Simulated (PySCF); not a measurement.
Compound: iodine monofluoride, IF.
SMILES with atom numbers: `[F:1][I:2]`

Structure used (PBE0-D3(BJ)/def2-SVP), in Å, numbered top down from 1:
```xyz
2
IF angstrom
F      0.979   -0.027    0.001
I     -0.962   -0.002   -0.013
```

The calculation used PySCF, PBE0-D3(BJ)/def2-SVP geometry optimisation, gas phase, def2 core potentials past Kr.

Masses are those of the commonest isotopes; rigid-rotor values at the optimised geometry. 

What are the moment of inertia and the rotational constant?

I = 62.269 u·Å², B = 505379 MHz·u·Å²/I = 8116 MHz (0.2707 cm⁻¹, or 0.390 K as hB/k). For two atoms I = μr² with μ = 16.5246 u and r = 1.9412 Å.

List the first levels of a rigid rotor in a Σ state.

E(J) = BJ(J+1): J = 1: 0.541, J = 2: 1.624, J = 3: 3.249, J = 4: 5.414, J = 5: 8.122, J = 6: 11.370 cm⁻¹.

Where do the first rotational lines fall?

The dipole is 2.25 D; J+1 ← J lies at 2B(J+1): 1 ← 0 at 16.23 GHz, 2 ← 1 at 32.46 GHz, 3 ← 2 at 48.70 GHz, 4 ← 3 at 64.93 GHz, 5 ← 4 at 81.16 GHz, 6 ← 5 at 97.39 GHz.

Estimate the classical rotational partition function at 25 K, 100 K and 500 K.

Point group C∞v, symmetry number σ = 1; q = kT/(σhB), k/h = 20836.6 MHz/K: 64.2 at 25 K, 257 at 100 K, 1280 at 500 K.

Not checked by PBE0-D3(BJ)/def2-SVP frequencies. These are rigid-rotor constants of the computed structure; measured ground-state constants (B0) also hold zero-point vibration.

Hardware: an Arm Neoverse V1 with one thread, on a shared host. Cost: 3.2 s, 0.25 GiB resident at most. That covers the optimisation of the geometry.
